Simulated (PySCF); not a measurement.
GeBi⁺: from constants to spectrum

UHF-CCSD(T) constants of GeBi⁺, ³Σ⁻ (triplet), unpaired electrons π ↑↑ (basis Ge cc-pVDZ-PP with ECP10, Bi cc-pVDZ-PP with ECP60; scalar-relativistic core potentials; PySCF 2.14; masses 73.9212 and 208.9804 u):

- ωe: 199.5 cm⁻¹
- ωexe: 0.448 cm⁻¹
- Be: 0.041873 cm⁻¹
- αe: 0.000122 cm⁻¹

**Question.** What force constant and bond length do these constants imply?

**Answer.** Reduced mass μred = 54.606 u; k = 5.8918×10⁻⁷·μred·ωe² (u, cm⁻¹, mdyn/Å) = 1.28 mdyn/Å; Re = √(16.8576/(μred·Be)) (u, cm⁻¹, Å) = 2.715 Å.

**Question.** Estimate the centrifugal constant D from the Kratzer relation and find the Dunham coefficient a1.

**Answer.** D = 4Be³/ωe² = 7.38e-09 cm⁻¹; a1 = −1 − αeωe/(6Be²) = -3.31.

Correlated steps freeze 8 core orbitals. These are scalar-relativistic numbers at best; spin–orbit coupling would shift them, the dissociation energy most. The state is the lowest determinant that a PBE0 search found; another state may lie lower at other levels.
